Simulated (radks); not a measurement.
All-electron atom: Ti in [Ar] 3d2 4s1 7s1 (not the ground configuration). All-electron calculation, scalar-relativistic Kohn-Sham, PBE, spin-unpolarised, spherical densities, finite nucleus; Fermi nuclear charge, rms radius 3.5921 fm. Program: a radial shooting solver on a logarithmic mesh with Libxc functionals.

X-ray form factor f0, the Fourier transform of the density (f0(0) = 22):

| sin(theta)/lambda (1/angstrom) | f0 (electrons) |
|---|---|
| 0.05 | 20.476 |
| 0.1 | 19.216 |
| 0.15 | 17.656 |
| 0.2 | 16.085 |
| 0.25 | 14.591 |
| 0.3 | 13.207 |
| 0.4 | 10.864 |
| 0.5 | 9.161 |
| 0.6 | 8.014 |
| 0.8 | 6.670 |
| 1 | 5.741 |
| 1.25 | 4.647 |
| 1.5 | 3.655 |
| 2 | 2.292 |
